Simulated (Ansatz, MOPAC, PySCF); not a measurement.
Molecule: C$_{3}$H$_{7}$Si, net charge -1, singlet state. SMILES: C=C[CH-][SiH3]
Geometry: optimised at B3LYP-D3(BJ)/def2-TZVP (Ansatz, a first-principles code).

Unscaled harmonic wavenumbers (cm⁻¹) in rising order, each level at the stationary point that it reaches from this structure (no distance between atoms moves by over 0.3 Å); the order of modes can differ between levels, and a negative number is imaginary. B3LYP-D3(BJ)/def2-TZVP (PySCF, at the structure above): 65, 154, 208, 416, 513, 576, 640, 664, 696, 822, 903, 971, 990, 997, 1017, 1222, 1240, 1298, 1458, 1581, 1949, 2051, 2104, 3024, 3065, 3100, 3174.

PM3 (MOPAC): 112, 157, 231, 417, 517, 567, 591, 704, 757, 775, 844, 865, 880, 942, 971, 1138, 1190, 1294, 1488, 1789, 1927, 1948, 1966, 2966, 3125, 3171, 3180. Zero-point energy 49.3 against 49.9 kcal/mol; where all levels lie over 400 cm⁻¹, the wavenumbers are on average 0.982 times those of B3LYP-D3(BJ)/def2-TZVP.

HF/6-31G* (Ansatz): 23, 174, 233, 444, 592, 661, 698, 756, 778, 882, 998, 1066, 1078, 1142, 1150, 1305, 1364, 1409, 1595, 1735, 2084, 2162, 2230, 3214, 3229, 3273, 3331. Zero-point energy 53.8 against 49.9 kcal/mol; where all levels lie over 400 cm⁻¹, the wavenumbers are on average 1.092 times those of B3LYP-D3(BJ)/def2-TZVP.
